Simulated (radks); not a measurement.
Values are calculated unless marked as measured or tabulated.
Spherical quantum dot in the effective-mass picture: electrons in a parabolic well V = omega^2 r^2 / 2 with omega = 2.13, with a point charge +1 (a donor) at the centre, all in effective atomic units (hartree* = m*/eps^2 hartree, bohr* = eps/m* bohr), one dielectric constant everywhere. Level of theory: non-relativistic Kohn-Sham, PBEsol, spin-polarised, spherical densities (a radial shooting solver with Libxc functionals). Levels are named by radial order and angular momentum (1s, 1p, 1d, 2s, ...), and open shells are averaged over m. Results are scaled to m* = 0.146 and eps = 10.5, for which hartree* = 36.04 meV and bohr* = 3.806 nm.

N = 14, configuration 1s2 1p6 1d(up 4, down 0) 2s2. This is the lowest configuration that the search found. Occupied and some empty levels:

level,occupation,eigenvalue (meV),<r> (nm)
1s up,1,445.04,3.371
1s down,1,447.79,3.314
1p up,3,502.38,4.657
1p down,3,506.87,4.632
2s up,1,552.57,4.765
2s down,1,556.02,4.799
1d up,4,557.15,5.446
1d down,0,562.17,5.446
1f up,0,614.81,6.072
1f down,0,619.80,6.087
2p up,0,623.08,5.513
2p down,0,626.30,5.531
1g up,0,675.35,6.613
1g down,0,680.02,6.638

Energy (meV): total 4815.97, kinetic 1135.6, external 1475.3, Hartree 2547.4, exchange-correlation -342.39.

Electron density:

r (nm),n(r) (e/nm^3)
0.201,0.06029
0.958,0.03933
1.71,0.02581
2.47,0.01858
3.23,0.01540
3.98,0.01354
4.74,0.01116
5.50,0.007956
6.25,0.004703
7.01,0.002266
7.77,0.0008873
8.52,0.0002841
9.28,0.00007507
10.0,0.00001613
